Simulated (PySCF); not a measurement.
Mn (manganese, neutral): r2SCAN0 calculation

Configuration: [Ar] 3d5 4s2, high-spin 6S determinant. Calculation: PySCF 2.14, in aug-cc-pVTZ with one added diffuse shell each of s, p, d, f, g type (9s8p6d4f3g, 118 functions); no relativity, point nucleus.

* Total energy: -1150.959 hartree
* One-electron energy: -1585.237 hartree
* Hartree (Coulomb) energy: 486.321 hartree
* Exchange-correlation energy: -52.043 hartree
* Kinetic energy: 1149.65375 hartree
* ⟨S²⟩: 8.7743
* ⟨L²⟩: 0.000
* Sum of ⟨r⟩: 21.63 bohr
* Sum of ⟨r²⟩: 41.37 bohr²
* Density at the nucleus (Gaussians lack the cusp): 10500 bohr⁻³
* Spin density at the nucleus: 1.51 bohr⁻³
* Langevin diamagnetic susceptibility: -32.8 ×10⁻⁶ cm³/mol
* Time after the integrals: of the order of 11 core-seconds

```
shell  electrons  mean orbital energy (hartree)  rms radius, mean of both spins (bohr)
 1s α          1                     -236.42345                                 0.0713
 1s β          1                     -236.42207                                 0.0713
 2s α          1                      -27.73272                                  0.306
 2s β          1                      -27.62409                                  0.306
 2p α          3                      -23.69496                                  0.275
 2p β          3                      -23.60494                                  0.275
 3s α          1                       -3.46616                                  0.924
 3s β          1                       -3.18828                                  0.924
 3p α          3                       -2.28583                                  0.990
 3p β          3                       -1.98719                                  0.990
 3d α          5                       -0.41065                                   1.33
 4s α          1                       -0.22979                                   3.49
 4s β          1                       -0.18838                                   3.49
```
